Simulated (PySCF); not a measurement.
These 4 structures share the formula C6H8N2. The calculation used PySCF, PBE0-D3(BJ)/def2-SVP geometry optimisation, gas phase. Energies are electronic, without zero-point or thermal terms, for one conformer each. No frequencies were run at this level. Point groups hold within 0.08 Å.

Question: Rank from lowest to highest electronic energy at this level (kcal/mol).
A. `[CH3:1][NH:2][c:3]1[cH:4][cH:5][cH:6][cH:7][n:8]1` with C1–N2–C3–C4 6°
B. `[NH2:1][CH2:2][c:3]1[cH:4][cH:5][n:6][cH:7][cH:8]1` with H–N1–C2–C3 -58° and 58°, N1–C2–C3–C4 -88°
C. `[N:1]#[C:2][CH2:3][CH2:4][CH2:5][CH2:6][C:7]#[N:8]` with C2–C3–C4–C5 -61°, C3–C4–C5–C6 180°, C4–C5–C6–C7 61° (adiponitrile)
D. `[CH3:1][CH2:2][c:3]1[cH:4][n:5][cH:6][cH:7][n:8]1` with C1–C2–C3–C4 121° (2-ethylpyrazine)

Answer: A (0.0), D (8.0), B (9.8), C (27.9).

As drawn, the lowest has an aromatic ring and an N–H bond, which the highest lacks; the highest has a C≡N group, which the lowest lacks. Neighbours under 2.5 kcal/mol apart (CCc1cnccn1 and NCc1ccncc1) can change places with a better method, another conformer or zero-point energy.

| SMILES | E (Eh) | E rel (kcal/mol) | dipole (D) | point group | A, B, C (MHz) |
| --- | --- | --- | --- | --- | --- |
| CNc1ccccn1 | -342.32521 | 0.0 | 1.98 | near Cs | 5141, 1577, 1217 |
| CCc1cnccn1 | -342.31246 | 8.0 | 0.63 | C1 | 4909, 1551, 1265 |
| NCc1ccncc1 | -342.30962 | 9.8 | 1.27 | Cs | 4818, 1469, 1230 |
| N#CCCCCC#N | -342.28079 | 27.9 | 0.00 | Ci | 6235, 846.9, 772.5 |

How do the relative energies change in single points at PBE0/pcSseg-1 (no added dispersion term) on the same geometries?

```json
{"SMILES": "CNc1ccccn1", "PBE0-D3(BJ)/def2-SVP (kcal/mol)": "0.0", "PBE0/pcSseg-1 (kcal/mol)": "0.0", "shift": "0.0"}
{"SMILES": "CCc1cnccn1", "PBE0-D3(BJ)/def2-SVP (kcal/mol)": "8.0", "PBE0/pcSseg-1 (kcal/mol)": "6.7", "shift": "-1.3"}
{"SMILES": "NCc1ccncc1", "PBE0-D3(BJ)/def2-SVP (kcal/mol)": "9.8", "PBE0/pcSseg-1 (kcal/mol)": "7.9", "shift": "-1.9"}
{"SMILES": "N#CCCCCC#N", "PBE0-D3(BJ)/def2-SVP (kcal/mol)": "27.9", "PBE0/pcSseg-1 (kcal/mol)": "20.0", "shift": "-7.9"}
```

Each column counts from its own lowest isomer. The order is unchanged; the largest shift is 7.9 kcal/mol.
